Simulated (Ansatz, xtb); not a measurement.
**AlH7OSSi: which of two structures lies lower**

Structure X is `[SiH3][OH+][AlH2-][SH]`, a singlet and structure Y is a singlet given by its coordinates. Both are isolated molecules in the gas phase, relaxed with B3LYP-D3(BJ)/def2-SVP; the shapes shown needn't be the lowest conformers.

X (Å):

```yaml
atoms:
  - { symbol: Al, position_ang: [-3.6190, -0.4799, 0.7910] }
  - { symbol: O, position_ang: [-2.2398, -0.6484, -0.6218] }
  - { symbol: S, position_ang: [-2.1375, 0.1507, 2.3771] }
  - { symbol: Si, position_ang: [-0.5226, -0.3988, -0.4162] }
  - { symbol: H, position_ang: [-2.5091, -0.9402, -1.5064] }
  - { symbol: H, position_ang: [-2.2694, 1.4765, 2.1399] }
  - { symbol: H, position_ang: [-4.1274, -1.9756, 0.9494] }
  - { symbol: H, position_ang: [-4.5656, 0.6640, 0.2247] }
  - { symbol: H, position_ang: [-0.0444, -0.7073, -1.7964] }
  - { symbol: H, position_ang: [-0.2430, 1.0153, -0.0972] }
  - { symbol: H, position_ang: [0.0359, -1.3740, 0.5400] }
```

Y (Å):

```xyz
11

Al   -1.7936    1.2308   -1.2530
O    -1.6461   -0.2974   -0.4608
S     0.4662    1.0289   -2.5933
Si   -1.0876   -1.6068    0.3470
H    -1.1411   -1.4155    1.8274
H     0.3457   -1.8626   -0.0263
H    -1.8678   -2.8316   -0.0001
H    -1.4125    2.5192   -0.4109
H    -2.7548    1.2852   -2.5114
H     1.1679    0.4877   -1.5688
H     0.1870   -0.1842   -3.1261
```

Close contacts (Å): Al1–O2 1.73, Al1–S3 2.64, O2–Si4 1.64, Al1–H8 1.59, Al1–H9 1.58, S3–H10 1.35, S3–H11 1.35, Si4–H5 1.49, Si4–H6 1.50, Si4–H7 1.49.

Q: Which of the two would you expect CCSD(T)/def2-SVP + ΔMP2/def2-TZVPP electronic energies to favour?

A: Not settled: CCSD(T)/def2-SVP + ΔMP2/def2-TZVPP gives E(Y) − E(X) = −2.6 kcal/mol, but this leans on the basis-set step: CCSD(T) alone gives −1.0 kcal/mol.

The same difference at several levels:

```
                             level               geometry  E(Y) − E(X) (kcal/mol)  departure from the last row (kcal/mol)  job, with rough time for the two
             B3LYP-D3(BJ)/def2-SVP  B3LYP-D3(BJ)/def2-SVP                       0.0                                    +2.7             optimisation, 4.2 min
                       HF/def2-SVP  B3LYP-D3(BJ)/def2-SVP                      −1.4                                    +1.2           part of the CCSD(T) run
                      MP2/def2-SVP  B3LYP-D3(BJ)/def2-SVP                      −0.5                                    +2.1           part of the CCSD(T) run
                  CCSD(T)/def2-SVP  B3LYP-D3(BJ)/def2-SVP                      −1.0                                    +1.7                      single point
CCSD(T)/def2-SVP + ΔMP2/def2-TZVPP  B3LYP-D3(BJ)/def2-SVP                      −2.6                                                        single point, 22 s
```

B3LYP-D3(BJ)/def2-SVP finds them nearly level. The largest departure from CCSD(T)/def2-SVP + ΔMP2/def2-TZVPP is that of B3LYP-D3(BJ)/def2-SVP, 2.7 kcal/mol. Levels run at GFN2-xTB geometries aren't shown. The last row adds to CCSD(T) the change of the MP2 difference between the two basis sets, here −1.7 kcal/mol.

With harmonic frequencies from B3LYP-D3(BJ)/def2-SVP (ideal gas, rigid rotor, one conformer each, 298.15 K, 1 atm): on the last row, ΔE + ΔZPE = −4.7 kcal/mol. A mode under 50 cm⁻¹ makes harmonic enthalpies and free energies unreliable, so none is given.

The correlated steps freeze 16 core orbitals. Programs: Ansatz 0.2.0; the last row on 2 threads of Arm Neoverse V1 on a shared host.
